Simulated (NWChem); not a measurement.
System: CH$_{6}$BClSi; SMILES CB([SiH3])Cl

### Question
Give the equilibrium geometry at PBE-D3(BJ)/def2-SVP (NWChem) as a list of bonds and angles, with the point group.

### Answer
point group C1; any orientation.
Bond lengths (Å): B1–Cl2 1.773, B1–C3 1.562, B1–Si7 2.036, C3–H4 1.112, C3–H5 1.115, C3–H6 1.107, Si7–H8 1.509, Si7–H9 1.509, Si7–H10 1.508. Angles (°): Cl2–B1–C3 119.9, Cl2–B1–Si7 115.6, C3–B1–Si7 124.5, B1–C3–H4 110.5, B1–C3–H5 108.0, B1–C3–H6 115.1, H4–C3–H5 104.3, H4–C3–H6 109.7, H5–C3–H6 108.6, B1–Si7–H8 113.2, B1–Si7–H9 109.7, B1–Si7–H10 110.5, H8–Si7–H9 107.8, H8–Si7–H10 108.1, H9–Si7–H10 107.4.
